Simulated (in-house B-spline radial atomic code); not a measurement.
# RPA and G0W0 on r2SCAN: Pd⁵⁺

Configuration [Kr] 4d5, highest spin, mean-field start r2SCAN. Computed with a B-spline radial code for spherical atoms: all electrons, scalar-relativistic (spin-free one-electron X2C), finite nucleus, each spin shell either full or empty, empty states to l = 9 with an (l + 1/2)⁻⁴ tail; G0W0 by contour deformation at full frequency.

Command:
```bash
python run_gw.py task.json out
```
Settings (radii: box in bohr, nucleus in fm):
```
Z                        46
electrons                41
configuration            [Kr] 4d5
hamiltonian              x2c
method                   r2scan
lmax                     9
rms_radius               4.5318
spin_polarised           True
box_radius               10.43
intervals                67
```

Cost of the run: 4.8 s on 1 thread of Arm Neoverse N1, on a shared host.

Energies (hartree):

```
                                     term        value
                         mean-field total  -5039.04140
Hartree-Fock functional on these orbitals  -5036.82735
                      direct second order      -3.4711
                    second-order exchange      0.99953
                         SOSEX correction      0.93956
```

Task: What is the RPA correlation energy, and what remains with SOSEX?

Result: RPA gives -3.1069 hartree (-2.06 eV per electron); RPA + SOSEX gives -2.1673, and the second-order doubles -2.4715 hartree (no singles). SOSEX takes back 30 % of the RPA value.

Quasi-particle levels (eV):

```
  level  occupied  mean field  Σx - vxc     Σc  QP weight     G0W0
  4d up       yes      -76.61     -8.30      ?          ?        ?
4p down       yes     -123.80     -9.03  -0.08      0.945  -132.91
4d down        no      -69.79     10.47  -3.89      0.959   -63.21
```

G0W0 = mean field + (Σx - vxc) + Σc, with Σc (partial-wave tail included) taken at the quasi-particle energy. Only the outer levels were computed. Levels of low weight are left out.

Task: Where does G0W0 put 4d up?

Result: At -85.00 eV, with Σc = -0.08 eV and a quasi-particle weight of 0.959. The tabulated removal energy is 84.1 ± 2 eV (NIST, tabulated theory); the calculation leaves out spin-orbit coupling, Breit and QED terms, and what these don't explain is the method's own error.
